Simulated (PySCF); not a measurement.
Isomers of C7H7F. Method used: PBE0-D3(BJ)/def2-SVP geometry optimisation, gas phase in PySCF 2.14.0. Energies are electronic, without zero-point or thermal terms, for one conformer each. No frequencies were run at this level. Point groups hold within 0.08 Å.

Question: Order them by energy at this level, lowest first, and give relative energies in kcal/mol.
A. `Cc1ccc(F)cc1`
B. `c1c(F)c(C)ccc1`

Answer: B (0.0), A (1.2).

Neighbours under 2.5 kcal/mol apart (Cc1ccccc1F and Cc1ccc(F)cc1) can change places with a better method, another conformer or zero-point energy.

| SMILES | E (Eh) | E rel (kcal/mol) | dipole (D) | point group | A, B, C (MHz) |
| --- | --- | --- | --- | --- | --- |
| Cc1ccccc1F | -370.12847 | 0.0 | 1.07 | near Cs | 3260, 2183, 1318 |
| Cc1ccc(F)cc1 | -370.12657 | 1.2 | 1.77 | Cs | 5525, 1432, 1145 |

Question: How do the relative energies change in single points at PBE0/pcSseg-1 (no added dispersion term) on the same geometries?

Answer: 
```json
{"SMILES": "Cc1ccccc1F", "PBE0-D3(BJ)/def2-SVP (kcal/mol)": "0.0", "PBE0/pcSseg-1 (kcal/mol)": "0.0", "shift": "0.0"}
{"SMILES": "Cc1ccc(F)cc1", "PBE0-D3(BJ)/def2-SVP (kcal/mol)": "1.2", "PBE0/pcSseg-1 (kcal/mol)": "1.1", "shift": "-0.1"}
```

Each column counts from its own lowest isomer. The order is unchanged; the largest shift is 0.1 kcal/mol.
